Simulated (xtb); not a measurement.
In(AsH2)(F)2 (AsF2H2In), SMILES [F][In]([F])[AsH2]. All values are semi-empirical tight-binding results from xtb (GFN2-xTB unless named), good for trends rather than for accurate numbers. Coordinates come from a GFN2-xTB optimisation. The structure was generated by enumeration; whether it is a known compound was not checked.

Optimised geometry:

Bonded distances (Å): In1–As2 2.600, In1–F5 2.013, In1–F6 2.007, As2–H3 1.508, As2–H4 1.501. Bond angles (°): As2–In1–F5 118.6, As2–In1–F6 124.8, F5–In1–F6 116.6, In1–As2–H3 88.2, In1–As2–H4 87.8, H3–As2–H4 89.6.

For metal compounds this method's bond lengths and energies can be far off.

Computed properties:
```yaml
orbital_gap: 2.88 eV
zero_point_energy: 10.0 kcal/mol
G − E(el) at 298.15 K (modified RRHO): -12.2 kcal/mol
```

**Question.** Give the atomic charges and the Wiberg bond orders between heavy atoms. (Estimate from the structure and the level; the computed values follow.)

**Answer.** charges (e) In1 0.38, As2 0.25, H3 0.03, H4 0.05, F5 -0.36, F6 -0.35. Bond orders In1–As2 0.69, In1–F5 0.90, In1–F6 0.91.
